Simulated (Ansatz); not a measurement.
## Which method gave which barrier?

Saddle point of AlH3SOF2, singlet (AlHSF₂ ([F][Al]([F])[SH]) + H₂O → AlHOF₂ ([OH][Al]([F])[F]) + H₂S (still joined by a long Al–S bond); bonds formed: S2–H5; dative contacts that become bonds: Al1–O6; bonds broken: H5–O6; bonds weakened to dative contacts: Al1–S2), PBE0-D4/def2-TZVP structure:

| atom | x (Å) | y (Å) | z (Å) |
| --- | --- | --- | --- |
| Al1 | -0.6744 | -0.3497 | -0.4248 |
| S2 | 1.5919 | 0.2757 | -0.7560 |
| F3 | -0.8942 | -1.9644 | -0.6654 |
| F4 | -1.6795 | 0.7278 | -1.1558 |
| H5 | 0.9646 | 0.2424 | 0.6678 |
| O6 | -0.2439 | 0.0489 | 1.2661 |
| H7 | 1.2754 | 1.5697 | -0.9413 |
| H8 | -0.3398 | -0.5506 | 2.0094 |

Program: Ansatz 0.2.0. Basis: def2-TZVPP, with def2-QZVPP for the basis limit. Cores are frozen in the correlated methods. Extrapolation: Hartree–Fock as exp(−7.88 √X), correlation as X^−2.97. Four methods, as single points on the PBE0-D4 structures, gave these electronic barriers from the start structure: 0.452, 0.542, 0.661, 1.146 eV.

Q: The methods were, in alphabetical order, HF, MP2, PBE-D4, r2SCAN-D4. Which gave which? (Judge from chemistry; the calculation decides.)

A: Computed: PBE-D4 0.452; r2SCAN-D4 0.542; MP2 0.661; HF 1.146 eV. For comparison, CCSD(T) at an estimated basis limit (MP2 extrapolated from triple and quadruple zeta, plus CCSD(T) − MP2 in triple zeta) gives 0.732 eV.

T1 diagnostic: at most 0.013.

Labels in which every atom is bracketed show which atoms are joined, not bond orders.

For scale, one of the runs: CCSD(T)/def2-TZVPP, 219 basis functions (an equivalent command: `ansatz run in.yaml --threads 4`). Hardware: 4 CPU threads, shared host. Wall time 91 s; peak host memory 3.4 GiB.
